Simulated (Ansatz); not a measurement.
Ansatz (a quantum-chemistry and plane-wave program) input (B2PLYP/def2-TZVPD):

Ansatz 0.2 input:
```yaml
crystal:
  periodic: [false, false, false]
  atoms:
    - {symbol: C, position_ang: [-1.69516983, -0.80157911, -0.33139044]}
    - {symbol: C, position_ang: [-0.47561349, 0.00810272, -0.06309609]}
    - {symbol: C, position_ang: [-0.47068809, 1.45301965, -0.41825208]}
    - {symbol: C, position_ang: [0.81948685, -0.70535522, 0.08989597]}
    - {symbol: O, position_ang: [1.73869681, 0.08645184, 0.84513256]}
    - {symbol: H, position_ang: [-2.60064722, -0.26516685, -0.03614822]}
    - {symbol: H, position_ang: [-1.67555779, -1.75791631, 0.19622980]}
    - {symbol: H, position_ang: [-1.80966094, -1.03087530, -1.40384830]}
    - {symbol: H, position_ang: [-0.38915510, 1.59724945, -1.50894542]}
    - {symbol: H, position_ang: [0.36931258, 1.97223319, 0.04085937]}
    - {symbol: H, position_ang: [-1.39916548, 1.94000292, -0.11021969]}
    - {symbol: H, position_ang: [0.65231241, -1.67533249, 0.57625570]}
    - {symbol: H, position_ang: [1.25300964, -0.91975743, -0.90657597]}
    - {symbol: H, position_ang: [2.62188484, -0.27717995, 0.72838816]}
basis:
  gaussian:
    orbitals: def2-TZVPD
hamiltonian:
  xc: {name: B2PLYP}
magnetization: {spin_polarized: true, initial_magnetization: 1}
correlation: {electrons: outside_noble_gas}
```

End of the output:

```
integrals: 0.69 GiB planned
1877 factors; integrals over basis functions are off by at most 1.0e-3 eV
0.41 GiB of the device are held for the grids
1.35 GiB of device memory are held for the factors and their scratch space
mean field: 2.46 GiB planned
mean field evaluation 1: about -6321.7560 eV, gradient 4.1e1 eV
mean field evaluation 2: about -6321.7918 eV, gradient 4.1e1 eV
mean field evaluation 4: about -6329.1281 eV, gradient 4.9e0 eV
mean field evaluation 8: about -6329.2274 eV, gradient 4.5e-1 eV
mean field evaluation 16: about -6329.2292 eV, gradient 1.1e-3 eV
mean field -6329.22919584 eV, -232.5948828415 hartree, gradient 3.1e-6 eV, S^2 0.757399; 0 other end points of the search recorded, 0 dependent functions left out
5 core orbitals not correlated
reference -6329.22939365 eV, -232.5948901110 hartree; 16, 15 occupied and 248, 249 virtual orbitals, 1877 factors
second order -29.37916418 eV of doubles, -0.00000000 eV of singles
Total energy: -6337.16176798 eV, -232.8863994909 hartree
```

It need not be the lowest isomer of its formula.
